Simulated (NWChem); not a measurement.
GeI cation, singlet

```xyz
2

Ge     0.0000     0.0000    -1.5001
I      0.0000     0.0000     0.9057
```
Atoms are numbered in this order, from 1.

Computed with NWChem. Medium grid unless said otherwise, to which SCAN and Minnesota functionals are sensitive. Low-valent species are run as closed-shell singlets; no triplet was tried in these runs. All runs use the structure optimised with PBE0/def2-SVP. def2 effective core potentials on I; no spin-orbit coupling.

For level r2SCAN0/def2-SVP:

- highest occupied level (eV) = -14.51
- orbital gap (eV) = 5.31

### Question
Estimate the same quantities for level CAM-B3LYP/def2-SVP.

### Answer
The highest occupied level (eV) is -15.42 and the orbital gap (eV) is 7.25.
